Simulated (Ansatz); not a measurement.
Isolated molecules relaxed with PBE0-D4/def2-TZVP in Ansatz; ΔE leaves out vibrations. CCSD(T)/CBS adds triple-zeta CCSD(T) − MP2 to the extrapolated MP2 energy (def2 sets, frozen cores). DFT in def2-TZVPP. For Se outer-core shells are correlated without core-valence functions, which leaves a few kJ/mol of doubt a bond. Scalar relativity is left out up to krypton. One conformer a species, not always the lowest.

`C=C([SiH3])[SeH]` + `N[SiH](O)S` → `N[Si](O)(S)[SeH]` + `C=C[SiH3]`  (formal exchange of groups at the Se–C bond)

```tsv
level	ΔE (kJ/mol)	difference from CCSD(T)/CBS
PBE-D4	-100.7	3.1
ωB97X-V	-103.0	0.8
PBE	-99.6	4.2
r2SCAN	-103.9	-0.1
CCSD/def2-TZVPP	-99.8	4.0
MP2/def2-QZVPP	-101.8	2.0
SCS-MP2/def2-QZVPP	-99.2	4.6
HF/CBS(def2)	-106.0	-2.2
MP2/CBS(def2)	-104.5	-0.7
CCSD/CBS(def2)	-105.4	-1.6
CCSD(T)/CBS	-103.8	0
```

Largest T1 diagnostic among the species: 0.011.

From PBE to PBE0 (25 % exact exchange), in def2-TZVPP and without D4, ΔE moves by −4.8 kJ/mol. In def2-TZVPP, CCSD(T) changes the Hartree–Fock value by +8.9 kJ/mol (the triples alone add +1.6 kJ/mol) and MP2 by +8.2 kJ/mol.
